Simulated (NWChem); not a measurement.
# C₂H₅NOSi; SMILES [SiH3]/C=N/C=O

```xyz
10

O      0.1470     2.9028     0.4732
C     -0.3486     1.8854     0.0974
N      0.2312     0.6076     0.3095
C     -0.4389    -0.3709    -0.1633
Si     0.1680    -2.1603     0.0163
H     -1.3267     1.8586    -0.4617
H     -1.4030    -0.1788    -0.6952
H     -0.8846    -2.9335     0.7421
H      1.4582    -2.1852     0.7540
H      0.3181    -2.7357    -1.3545
```
Atoms are numbered in this order, from 1.

Computed with NWChem. Pople sets run with spherical d functions. STO-3G and 3-21G are far too small for this property and stand as cheap habits. All runs use the structure optimised with PBE0/def2-SVP. B3LYP is NWChem's, with the RPA form of VWN correlation. GIAO values for the isolated, static molecule; σ is the absolute isotropic shielding, δ = σ(reference) − σ with the isolated reference molecule computed at the same levels (13C: tetramethylsilane, 1H: tetramethylsilane, 17O: water, 29Si: tetramethylsilane).

```tsv
level	δ O1 (ppm)	δ C2 (ppm)	δ C4 (ppm)	δ Si5 (ppm)	δ H6 (ppm)	δ H7 (ppm)	δ H8 (rotor mean) (ppm)
Hartree-Fock/STO-3G	605.6	138.1	161.2	-62.4	9.59	8.08	2.35
B3LYP/6-31G*	…	…	…	…	…	8.84	4.44
Hartree-Fock/6-31G*	548.5	169.9	190.6	-43.3	8.44	9.00	4.56
KT2/pcSseg-1	592.2	170.2	188.5	-70.1	8.09	8.85	4.45
```

### Question
Fill in the missing entries.

### Answer

- B3LYP/6-31G*, δ O1 (ppm): 558.2
- B3LYP/6-31G*, δ C2 (ppm): 165.6
- B3LYP/6-31G*, δ C4 (ppm): 186.5
- B3LYP/6-31G*, δ Si5 (ppm): -38.0
- B3LYP/6-31G*, δ H6 (ppm): 8.25
